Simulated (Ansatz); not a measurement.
A nudged elastic band was laid between two geometries of CH₆Ge (8 atoms, charge 0, multiplicity 1).

The calculation used RKS B3LYP-D4/def2-SVP (Ansatz 0.2.0).

- movable images: 7
- climbing image: yes
- spring: 5.0 eV/Å²
- optimiser: quadratic models (default)
- start path: through a guess of the saddle point
- force threshold: 0.05 eV/Å
- iteration limit: 60
- end points: relaxed

Image 0:

```xyz
8
Properties=species:S:1:pos:R:3
Ge 0.402 0.013 0.045
C 0.932 -0.015 1.938
H 0.047 -0.129 2.581
H 1.617 -0.855 2.130
H 1.443 0.922 2.205
H 1.646 0.163 -0.858
H -0.551 1.197 -0.229
H -0.323 -1.298 -0.330
```

Image 8:

```xyz
8
Properties=species:S:1:pos:R:3
Ge 0.100 -0.002 -0.979
C 1.326 0.017 1.819
H 0.254 -0.182 1.941
H 1.909 -0.800 2.264
H 1.582 0.978 2.285
H 1.617 0.077 0.746
H -0.824 1.099 -0.274
H -0.752 -1.188 -0.320
```

Problem. Which bonds break or form, and what moves?

Solution. Bonds broken: Ge1–C2, Ge1–H6. Bonds formed: C2–H6. CH6Ge becomes CH4 + GeH2.

Problem. Give the energies along the band, and the barrier.

Solution. It converged. The highest image is number 5 of 0 to 8, 252.9 kJ/mol above the first end and 132.4 kJ/mol above the last; the last end lies 120.5 kJ/mol above the first. A vibrational analysis at the climbing image gives one clearly imaginary mode, 1156i cm⁻¹: a first-order saddle point. The orbitals stay closed-shell, which can raise the energy where a bond breaks towards radicals; this wasn't checked here.

```
image  path coordinate (Å)  energy (kJ/mol)  Ge1–C2 (Å)  Ge1–H6 (Å)  C2–H6 (Å)
    0                 0.00              0.0        1.97        1.54       2.89
    1                 0.34              1.6        1.96        1.54       2.82
    2                 0.68             22.8        1.94        1.53       2.54
    3                 1.02             88.4        1.99        1.51       2.23
    4                 1.36            198.1        2.15        1.49       1.94
    5                 1.70            252.9        2.38        1.55       1.68
    6                 2.14            176.8        2.54        1.75       1.26
    7                 2.58            124.0        2.86        2.05       1.12
    8                 3.01            120.5        3.05        2.30       1.11
```

Problem. What is the geometry of the highest image?

Solution. 
```xyz
8
Properties=species:S:1:pos:R:3:forces:R:3
Ge 0.281 0.013 -0.485 -0.02 0.00 0.00
C 1.052 -0.003 1.766 0.01 -0.01 0.00
H 0.117 -0.301 2.253 -0.01 0.01 0.00
H 1.851 -0.721 1.989 0.00 -0.01 0.00
H 1.342 1.021 2.024 0.00 0.00 0.00
H 1.672 -0.016 0.202 0.02 0.01 0.00
H -0.548 1.260 -0.096 0.00 0.00 0.00
H -0.555 -1.253 -0.172 0.00 0.00 0.00
```

Problem. What are the harmonic wavenumbers there?

Solution. 1156i, 104, 356, 495, 571, 710, 775, 902, 919, 1132, 1423, 1435, 2077, 2106, 2145, 3070, 3195, 3215 cm⁻¹.

Time of the run: 2.9 min on 1 thread of Arm Neoverse V1, on a shared host, peak memory 0.15 GiB.
